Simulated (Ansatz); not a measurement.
Mulliken charges of ClFGaH₂N (`[NH2][Ga]([F])[Cl]`) from PBE/def2-TZVPP in Ansatz (PBE0-D4/def2-TZVP geometry).

```
atom   x (Å)   y (Å)   z (Å)  charge (e)
  N1  -0.193   1.027  -0.046      -0.348
 Ga2   0.233  -0.711   0.013       0.571
  F3   1.569  -1.221   1.009      -0.327
 Cl4  -0.740  -2.209  -1.124      -0.227
  H5   0.202   1.691   0.597       0.166
  H6  -1.029   1.359  -0.496       0.165
```

Q: By hand: the dipole of these point charges (1 e Å = 4.8032 D).

A: Σ q r = (-0.281, 0.642, -0.034) e Å, of length 0.702 e Å = 3.37 D.

Q: How does the dipole of the full density compare? (Estimate.)

A: Computed: (-0.274, 0.539, -0.013) e Å, 2.90 D; the point charges give 1.16 times that, at 4° from its direction.

Point charges leave out the atoms' own dipoles, such as those of lone pairs, and Mulliken's split depends on the basis, so the two needn't agree.
